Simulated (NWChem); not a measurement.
# isotetrasilane (Si4H10); SMILES [SiH3][SiH]([SiH3])[SiH3]

All runs: NWChem. Pople sets run with spherical d functions. Geometry: optimised at PBE-D3(BJ)/def2-SVP. Level SCAN/6-31G*: energy and gradient on several grids; changes count from the extra-fine grid, which is no exact limit either.

```
grid     size of the energy change (μHa)  largest change of a gradient component (μHa/bohr)  time, medium = 1 (rough)
-------  -------------------------------  -------------------------------------------------  ------------------------
xcoarse                            40000                                               4000                   about 1
coarse                              2000                                                600                   about 1
medium                               400                                                200                   about 1
fine                                  10                                                300                   about 1
xfine                               < 10                                               < 30                         2
```
